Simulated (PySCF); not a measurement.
# Gas-phase thermal properties of SbBr3

Method: PySCF energies (xtb for GFN2) plus ideal-gas RRHO corrections (1 bar). All species are closed-shell singlets. Sb: scalar-relativistic def2 core potential, no spin-orbit coupling. Br: all electrons, no relativistic terms. The harmonic model lacks anharmonicity and excited electronic states, which grow with temperature; levels with a mode under 35 cm⁻¹ are left out. Soft modes under 120 cm⁻¹ make the harmonic entropy rough for SbBr3.

| level | point group | σ | ZPE (kJ/mol) | S°298 (J/mol/K) | Cp298 (J/mol/K) | S°1000 (J/mol/K) | H1000 − H298 (kJ/mol) |
|---|---|---|---|---|---|---|---|
| GFN2-xTB | C3v | 3 | 5.2 | 382.1 | 80.7 | 481.6 | 57.8 |
| PBE/def2-SVP | C3v | 3 | 5.7 | 379.0 | 80.2 | 478.3 | 57.7 |
| PBE0/def2-TZVP | C3v | 3 | 6.0 | 374.9 | 79.9 | 474.0 | 57.7 |
σ: rotational symmetry number. Electronic degeneracy used: 1. Frequencies are unscaled.
